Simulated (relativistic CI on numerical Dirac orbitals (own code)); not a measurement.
A reference radial Dirac CI calculation of Ce gave the lowest total energy -8848.76435 Ha in 27 SCF steps, from this input:

```
atom Ce  Z=58  charge=0  electrons=58
nucleus A=140  rms_radius_fm=4.8771
hamiltonian dirac-coulomb  breit=on  qed=on  c_scale=1
orbitals kli  potential=per-configuration
slater_scale 1
correlation none
mixing on
grid step=0.0125 r_max=259.4
scf mixing=0.4 start=green max_iterations=150 tolerance=2e-08 node_fill=0.05
configurations
  [Xe] 4f 5d 6s2
  [Xe] 4f 5d2 6s
end
```

One setting was then changed (and the iteration limit cut to 63), and the output read:

```
error: configuration [Xe] 4f 5d 6s2 has 58 electrons, the ion has 57
end: refused
```

Task: Which setting was changed?
A. nuclear radius
B. charge
C. speed of light
D. end of the grid

Result: B. The charge 1. This setting is bad on purpose; its numbers may not be properties of the ion.
